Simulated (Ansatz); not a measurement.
Consider the ligand exchange at a Zn–N bond: `[CH3][Zn][N](C)C` + HBr → `[CH3][Zn][Br]` + `CNC`.

Isolated molecules relaxed with PBE0-D4/def2-TZVP in Ansatz; ΔE leaves out vibrations. CCSD(T)/CBS is the MP2 limit (def2-TZVPP, def2-QZVPP) plus CCSD(T) − MP2 in def2-TZVPP, frozen cores. Functionals use def2-TZVPP. B3LYP here is the variant with VWN-RPA as its local correlation; programs differ in this. For Br, Zn outer-core shells are correlated without core-valence functions, which leaves a few kJ/mol of doubt a bond. Scalar relativity is left out up to krypton. Each species was taken in one conformer, which may not be the lowest.

`[CH3][Zn][N](C)C`:

Cartesian coordinates in Å:
```
C -2.298 1.651 -1.052
Zn -0.833 0.596 -0.380
N 0.554 -0.397 0.253
C 1.176 -1.464 -0.479
C 1.149 -0.207 1.546
H -2.127 2.714 -0.870
H -3.238 1.368 -0.574
H -2.409 1.508 -2.130
H 1.098 -2.429 0.050
H 0.716 -1.597 -1.462
H 2.251 -1.281 -0.645
H 1.070 -1.109 2.175
H 2.223 0.036 1.476
H 0.668 0.610 2.091
```

HBr:

Cartesian coordinates in Å:
```
Br -0.140 0.378 0.584
H 0.140 -0.378 -0.584
```

`[CH3][Zn][Br]`:

```xyz
6

C    -0.565    0.554   -0.244
Zn    0.751   -0.736    0.325
Br    2.284   -2.240    0.987
H    -1.111    0.943    0.617
H    -1.278    0.091   -0.929
H    -0.081    1.388   -0.756
```

`CNC`:

Cartesian coordinates in Å:
```
C 0.133 1.163 0.299
N -0.303 0.143 -0.626
C 0.081 -1.187 -0.213
H -0.229 2.141 -0.026
H 1.226 1.203 0.309
H -0.200 0.998 1.339
H -1.307 0.191 -0.741
H 1.171 -1.273 -0.231
H -0.319 -1.924 -0.912
H -0.254 -1.455 0.804
```

```json
{"level": "BLYP-D4", "ΔE (kcal/mol)": "-33.3"}
{"level": "B3LYP-D4", "ΔE (kcal/mol)": "-36.1"}
{"level": "r2SCAN0-D4", "ΔE (kcal/mol)": "-38.7"}
{"level": "ωB97M-V", "ΔE (kcal/mol)": "-37.3"}
{"level": "PBE-QIDH", "ΔE (kcal/mol)": "-38.1"}
{"level": "B3LYP", "ΔE (kcal/mol)": "-37.6"}
{"level": "CAM-B3LYP", "ΔE (kcal/mol)": "-37.0"}
{"level": "HF/def2-TZVPP", "ΔE (kcal/mol)": "-46.8"}
```

Question: What does CCSD(T)/CBS give? (Estimate.)

Answer: Ansatz gave: -37.1 kcal/mol. The listed levels differ from it by 3.8, 1.0, -1.6, -0.2, -1.0, -0.5, 0.1, -9.7 kcal/mol.

Question: What do rigid-rotor, harmonic-oscillator terms from PBE0-D4/def2-TZVP frequencies (298.15 K, 1 bar) make of the CCSD(T)/CBS value? (Estimate.)

Answer: The calculation gave: ΔZPE = +4.0 kcal/mol, ΔH = -34.0 kcal/mol, ΔS = -15 J/(mol·K), ΔG = -32.9 kcal/mol. Modes under 50 cm⁻¹ make the entropy rough.

Largest T1 diagnostic among the species: 0.014.

At CCSD(T), def2-SVP lies +1.7 kcal/mol from the extrapolated value and def2-TZVPP +2.1 kcal/mol. From PBE to PBE0 (25 % exact exchange), in def2-TZVPP and without D4, ΔE moves by −3.1 kcal/mol.
